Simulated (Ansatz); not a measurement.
Computed with Ansatz on PBE0-D4/def2-TZVP structures; ΔE is electronic, products minus reactants. CCSD(T)/CBS adds triple-zeta CCSD(T) − MP2 to the extrapolated MP2 energy (def2 sets, frozen cores). This one scheme is used for every species. Functionals use def2-TZVPP. For Ge outer-core shells are correlated without core-valence functions, which leaves a few kJ/mol of doubt a bond. Scalar relativity is left out up to krypton. Each species was taken in one conformer, which may not be the lowest.

`C[C](=N)[GeH2][OH]` + H₂ → `[OH][GeH3]` + `CC=N`  (hydrogenolysis of a Ge–C bond)

```
         level  ΔE (kJ/mol)
     r2SCAN-D4        -23.9
CCSD/CBS(def2)        -31.4
```

Q: What does CCSD(T)/CBS give? (An estimate is asked.)

A: Computed: -24.3 kJ/mol. The listed levels differ from it by 0.4, -7.1 kJ/mol.

Largest T1 diagnostic among the species: 0.012.

In def2-TZVPP, CCSD(T) changes the Hartree–Fock value by +35.6 kJ/mol (the triples alone add +7.1 kJ/mol) and MP2 by +42.5 kJ/mol. The D4 term adds +13.3 kJ/mol with B3LYP and +7.4 kJ/mol with PBE0; it sums over pairs of atoms, weighted by their polarisabilities, and B3LYP, whose exchange is more repulsive, gets the larger term. From PBE to PBE0 (25 % exact exchange), in def2-TZVPP and without D4, ΔE moves by −6.5 kJ/mol.

B3LYP here is the variant with VWN-RPA as its local correlation; programs differ in this.
